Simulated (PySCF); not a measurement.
F₃HOZr, multiplicity 1. Atoms are numbered in the order given.

```xyz
6

Zr     0.0000     0.0000     0.0079
F     -1.5587    -0.8999     0.6577
F      0.0000     1.7999     0.6577
F      1.5587    -0.8999     0.6577
O      0.0000     0.0000    -1.9018
H      0.0000     0.0000    -2.8612
```
Charge 0, spin multiplicity 1.

Geometry optimised at B3LYP-D3(BJ)/def2-SVP. The multiplicity is an assumed one; no other spin state was optimised. The structure was generated by enumeration; whether it is a known compound was not checked. The def2 effective core potentials stand for the cores of Zr; spin–orbit coupling is left out. The values are those of a single conformer.

Method: B3LYP/def2-TZVP in PySCF.

Symmetry labels are those of the subgroup Cs that the program uses (full group C3v).

Computed valence orbital energies around the gap with their symmetry:
| orbital | symmetry | energy (eV) |
|---|---|---|
| HOMO−7 | A' | -12.14 |
| HOMO−6 | A" | -12.14 |
| HOMO−5 | A' | -11.58 |
| HOMO−4 | A" | -11.39 |
| HOMO−3 | A' | -11.39 |
| HOMO−2 | A" | -11.36 |
| HOMO−1 | A' | -9.99 |
| HOMO | A" | -9.99 |
| LUMO | A" | -1.06 |
| LUMO+1 | A' | -1.06 |
| LUMO+2 | A' | -0.91 |
| LUMO+3 | A' | -0.50 |
